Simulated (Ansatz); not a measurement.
Cost and result for the atomization energy of `C[SiH](N)[GeH3]` (13 atoms, 12 bonds).

```xyz
13

C    -0.155    0.010    1.810
Si   -0.381   -0.513    0.033
N    -1.877    0.117   -0.559
Ge    1.541    0.169   -1.222
H    -0.994   -0.335    2.420
H     0.769   -0.405    2.221
H    -0.096    1.098    1.893
H    -0.486   -1.995   -0.081
H    -2.278   -0.289   -1.390
H    -2.030    1.113   -0.550
H     1.432   -0.243   -2.704
H     1.703    1.704   -1.195
H     2.854   -0.431   -0.676
```

Total charge 0; spin multiplicity 1. Correlated methods include outer-core shells of Ge, which these sets cover unevenly. Scalar relativity is left out up to krypton. All single points use the PBE0-D4/def2-TZVP geometry. It is one conformer, not always the lowest. Program: Ansatz. All runs use 4 threads of an AMD EPYC 7B13 on a shared host. Times are those of one run each, without the atoms' runs, and a repeat can differ threefold. Electronic energies, without spin–orbit coupling; frozen cores. CCSD(T)/CBS adds CCSD(T) − MP2 in def2-TZVPP to the MP2 limit, and its time is that of the two runs behind it. T1 = 0.011. With those shells the extrapolation isn't a true limit. B3LYP takes the VWN-RPA correlation (the form of Gaussian; ORCA's B3LYP/G). HSE06 is the plane-wave form, built on full-range PBE exchange.

CCSD(T)/CBS is a level of theory with its own doubt, some kJ/mol a heavy atom from the limit and from the frozen cores, so smaller differences don't rank the functionals.

```tsv
level	functions	wall time
LDA (SPW92)/def2-TZVPP	278	1.5 s
PBE0-D4/def2-TZVPP	278	3.4 s
BHLYP-D4/def2-TZVPP	278	3.6 s
HSE06-D4/def2-TZVPP	278	3.9 s
B3LYP-D4/def2-TZVPP (with forces)	278	5.5 s
r2SCANh-D4/def2-TZVPP	278	5.5 s
B2PLYP/def2-TZVPP	278	5.5 s
ωB97X-V/def2-TZVPP	278	7.5 s
B97M-V/def2-TZVPP	278	8 s
CCSD(T)/def2-SVP	123	8 s
MP2/def2-QZVPP	543	26 s
CCSD(T)/def2-TZVPP	278	3.7 min
CCSD(T)/CBS(def2)	–	4.1 min
```

(1) What atomization energy does each give, and how far from CCSD(T)/CBS? (Estimate.)

Answers

(1) Ansatz gave: 
```tsv
level	atomization (kJ/mol)	difference from CCSD(T)/CBS	per bond
LDA (SPW92)/def2-TZVPP	4739.4	503.8	42.0
PBE0-D4/def2-TZVPP	4198.3	-37.3	-3.1
BHLYP-D4/def2-TZVPP	4151.2	-84.4	-7.0
HSE06-D4/def2-TZVPP	4199.6	-36.0	-3.0
B3LYP-D4/def2-TZVPP (with forces)	4226.7	-8.9	-0.7
r2SCANh-D4/def2-TZVPP	4204.5	-31.1	-2.6
B2PLYP/def2-TZVPP	4171.4	-64.2	-5.4
ωB97X-V/def2-TZVPP	4250.7	15.1	1.3
B97M-V/def2-TZVPP	4251.1	15.5	1.3
CCSD(T)/def2-SVP	3946.1	-289.5	-24.1
MP2/def2-QZVPP	4180.1	-55.5	-4.6
CCSD(T)/def2-TZVPP	4132.8	-102.8	-8.6
CCSD(T)/CBS(def2)	4235.6	0.0	0.0
```

From BLYP to BHLYP (50 % exact exchange), in def2-TZVPP and without D4, the atomization energy moves by −19.3 kJ/mol: exact exchange takes away binding that semilocal exchange gives to molecules. In def2-TZVPP, CCSD(T) changes the Hartree–Fock value by +1035.0 kJ/mol (the triples alone add +45.6 kJ/mol) and MP2 by +1021.5 kJ/mol; breaking electron pairs costs correlation energy, which Hartree–Fock lacks. Leaving LDA and LC-ωPBE aside and taking each functional with its dispersion term where it has one, the values spread over 99.8 kJ/mol, from BHLYP-D4 to B97M-V. LDA lies +532.3 kJ/mol from PBE without D4, its usual overbinding.

For some Ge, Se and Sn compounds the MP2-based and the directly extrapolated limit differ by 10 to 25 kJ/mol.
